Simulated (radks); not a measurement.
Values are calculated unless marked as measured or tabulated.
Valence configurations of the sulfur ion S+ (all share [Ne]). Code: a radial shooting solver on a logarithmic mesh with Libxc functionals. Model: scalar-relativistic Kohn-Sham, PBE, spin-polarised, spherical densities, point nucleus; open shells are filled with parallel spins first. Energies are relative to 3s2 3p3; eigenvalues in eV for spin up.

valence      E (eV)  moment (Bohr magnetons)    e(3p)    e(3s)
3s2 3p3       0.000                        3  -17.909  -28.818
3s1.5 3p3.5   5.368                        3  -18.240  -29.225
3s1 3p4      10.739                        3  -18.570  -29.628
3s0.5 3p4.5  17.637                        2  -18.533  -29.590
3p5          23.967                        1  -18.391        -

NIST lists [Ne] 3s2 3p3 as the ground configuration; this level of theory agrees among the configurations tried. The energies are those of spherical high-spin densities, not of single terms.
